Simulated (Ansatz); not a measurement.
Frontier orbitals of `O[Si](O)(F)S`.

Z-matrix (Å, degrees):
```
Si
O 1 1.618
F 1 1.594 2 109.5
O 1 1.625 2 108.5 3 -119.4
S 1 2.109 2 110.7 3 119.1
H 2 0.959 1 118.0 3 68.8
H 4 0.959 1 118.2 2 174.7
H 5 1.344 1 93.2 2 -81.5
```

Total charge 0; spin multiplicity 1. The structure was optimised at the PBE0-D4/def2-TZVP level. It is one conformer, not always the lowest. Basis def2-TZVPP, the Gaussian-basis code of Ansatz.

Orbital energies of one run (eV). Highest occupied ones, from the top: -6.70, -8.27, -8.41, -8.66, -9.30, -9.47, -10.59, -10.86, -11.27, -12.58, -13.46, -14.78, -18.52, -25.19. Empty: -0.83, -0.56, 0.22, 0.74, 1.14, 1.72.

Task: Which functional gave them?
A. B3LYP
B. PBE0
C. LDA (SPW92)
D. LC-ωPBE

Result: C. HOMO energies: LDA (SPW92) -6.70, PBE0 -7.87, LC-ωPBE -10.66, B3LYP -7.59 eV.

B3LYP here is the variant with VWN-RPA as its local correlation; programs differ in this. LC-ωPBE has ω = 0.4 bohr⁻¹.
